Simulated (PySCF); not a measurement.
An unknown shows these calculated signals:

¹H NMR (300 MHz, computed): δ 10.28 (br s, 1H), 7.51 (s, 1H), 0.34 (s, 9H).

¹³C{¹H} NMR (computed): δ 130.9 (CH), 123.9 (C), -0.4 (CH3).

Computational details: shielding tensors at KT2/pcSseg-1 (GIAO), PBE0-D3(BJ)/def2-SVP geometry, in PySCF 2.14.0 with density-fitted response routines (isolated molecule, averaged over atoms made equivalent by symmetry, fast rotation or ring inversion, relativity neglected, one computed conformer).

Scale: TMS for ¹H (σ = 31.18 ppm), ¹³C (σ = 183.22 ppm) (reference shieldings calculated alike).

Question: Which of these does the molecule contain: a Si–H bond, a Si–CH3 group, an NH or NH2 group, an N-methyl group, a CH3CH2 unit, a heteroaromatic ring?

Answer: 
- A Si–H bond: no.
- A Si–CH3 group: yes (δC -0.4; δH 0.34 (s)).
- An NH or NH2 group: yes (δH 10.28 (br s)).
- An N-methyl group: no.
- A CH3CH2 unit: no.
- A heteroaromatic ring: yes.

The data belong to `c1([Si](C)(C)C)cnn[nH]1`, C5H11N3Si; they needn't prove each group on their own.

Carbon signals by region: 2 in the sp2 and nitrile region (100–160 ppm), 1 below 50 ppm.

OH/NH shifts are gas-phase values; hydrogen bonding in solution moves them, usually downfield. Shifts are as computed. Against solution values, carbons near 30 ppm lie about +2 ppm off and those near 130 ppm about -5 ppm (rms about the fit 1.2 ppm; single classes can miss by 10 ppm). Of 1328 compounds with measured shifts, 309 miss one by over three times the rms of a fit or turn the order of signals round; such compounds aren't used in these exercises. Signals without a measured value on file couldn't be tested in this way. Multiplicities follow the n + 1 count of equivalent neighbours, as no J values were calculated; m marks all less simple cases, F and P coupling included.
